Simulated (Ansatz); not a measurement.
Consider the cleavage of the Si–Si bond: `N[SiH](O)[SiH2]O` + `N[SiH](N)F` → `N[Si@H](O)N[Si@@H](N)F` + `O[SiH3]`.

Computed with Ansatz on PBE0-D4/def2-TZVP structures; ΔE is electronic, products minus reactants. CCSD(T)/CBS is the MP2 limit (def2-TZVPP, def2-QZVPP) plus CCSD(T) − MP2 in def2-TZVPP, frozen cores. Functionals use def2-TZVPP. B3LYP here is the variant with VWN-RPA as its local correlation; programs differ in this. One conformer a species, not always the lowest.

```tsv
level	ΔE (kJ/mol)	difference from CCSD(T)/CBS
PBE-D4	-80.9	19.1
r2SCAN-D4	-96.4	3.6
B3LYP-D4	-97.3	2.7
ωB97X-V	-95.0	5.0
B2PLYP	-99.1	0.9
PBE	-76.7	23.3
r2SCAN	-95.0	5.0
PBE0	-84.5	15.5
B3LYP	-90.8	9.2
SCS-MP2/def2-TZVPP	-108.8	-8.8
CCSD/def2-TZVPP	-103.7	-3.7
CCSD(T)/def2-TZVPP	-104.1	-4.1
MP2/def2-QZVPP	-108.0	-8.0
HF/CBS(def2)	-107.4	-7.4
MP2/CBS(def2)	-106.1	-6.1
CCSD/CBS(def2)	-99.6	0.4
CCSD(T)/CBS	-100.0	0
```

Largest T1 diagnostic among the species: 0.012.

From PBE to PBE0 (25 % exact exchange), in def2-TZVPP and without D4, ΔE moves by −7.8 kJ/mol. The D4 term adds −6.5 kJ/mol with B3LYP and −3.7 kJ/mol with PBE0; it sums over pairs of atoms, weighted by their polarisabilities, and B3LYP, whose exchange is more repulsive, gets the larger term.

CCSD(T)/CBS has its own doubt, a few kJ/mol and more with outer-core shells, so smaller differences from it don't rank the levels.
